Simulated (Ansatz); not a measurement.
`C[CH](F)[InH][F]` + `C[CH2][GeH3]` → `[F][InH][GeH3]` + `CCC(C)F` at 298.15 K and 1 bar (formal exchange of groups at the In–C bond).

Isolated molecules relaxed with PBE0-D4/def2-TZVP in Ansatz; ΔE leaves out vibrations. CCSD(T)/CBS adds triple-zeta CCSD(T) − MP2 to the extrapolated MP2 energy (def2 sets, frozen cores). def2 core potentials past Kr. For Ge, In outer-core shells are correlated without core-valence functions, which leaves a few kJ/mol of doubt a bond. Scalar relativity is left out up to krypton. One conformer a species, not always the lowest.

```
           species  CCSD(T)/CBS energy (Eh)  H − E (kJ/mol)  S (J/(mol·K))
`C[CH](F)[InH][F]`               -468.51677           192.0          373.7
    `C[CH2][GeH3]`              -2157.02491           249.2          311.4
  `[F][InH][GeH3]`              -2368.14594           100.0          363.9
         `CCC(C)F`               -257.43047           346.1          323.6
```

H − E and S are ideal-gas, rigid-rotor, harmonic terms from PBE0-D4/def2-TZVP, for one conformer and one mirror image of each species. 1 Eh = 2625.50 kJ/mol, R = 8.31446 J/(mol·K).

By hand: ΔE, ΔH, ΔS and ΔG.

ΔE = (-2368.14594) + (-257.43047) − (-468.51677) − (-2157.02491) = -0.03473 Eh = -91.2 kJ/mol. Δ(H − E) = 100.0 + 346.1 − 192.0 − 249.2 = 4.9, so ΔH = -86.3 kJ/mol. ΔS = 363.9 + 323.6 − 373.7 − 311.4 = 2.4 J/(mol·K). ΔG = -86.3 − 298.15 × (2.4)/1000 = -87.0 kJ/mol.

By hand: the equilibrium constant, and the temperature at which ΔG would vanish if ΔH and ΔS stayed fixed.

log₁₀ K = −ΔG/(RT ln 10) = 15.2. ΔH and −TΔS have one sign here, so there is no such temperature. One of them is within its doubt of zero, so this could turn.

The number of gas molecules stays the same, so ΔS is small and ΔH decides. A doubt of 5 kJ/mol in ΔE shifts log₁₀ K by 0.9 here. Other conformers and mirror images would add mixing entropy, several J/(mol·K) or more a flexible species. Modes under 60 cm⁻¹, often nearly free rotors, make the harmonic entropy too high. These are equilibria of isolated gas molecules and say nothing of rates. Largest T1 diagnostic: 0.015 (customary marks: 0.02 for closed shells, 0.045 for open ones).
